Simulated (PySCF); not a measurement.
Name the molecule from its bond curve

A diatomic of charge 0 contains Ge. Its singlet curve at RHF-CCSD(T) in a double-zeta basis (no relativity, PySCF), in eV from the separated fragments:

| R (Å) | E (eV) |
| --- | --- |
| 1.481 | -5.038 |
| 1.547 | -5.679 |
| 1.597 | -5.930 |
| 1.646 | -6.034 |
| 1.695 | -6.025 |
| 1.761 | -5.884 |
| 1.843 | -5.566 |
| 1.942 | -5.066 |

The fit gives ωe = 925 cm⁻¹ and the rotational constant Bₑ = 0.4621 cm⁻¹.

**Question.** Which atom is the partner?

**Answer.** The minimum lies at 1.666 Å, so the reduced mass is 16.8576 u Å² cm⁻¹/(Bₑ·Re²) = 13.14 u. With Ge at 73.92 u the partner weighs about 16.0 u: O. The molecule is GeO.

Correlated steps freeze 10 core orbitals. The CCSD T1 diagnostic is raised, a sign that a single reference may not be enough here.
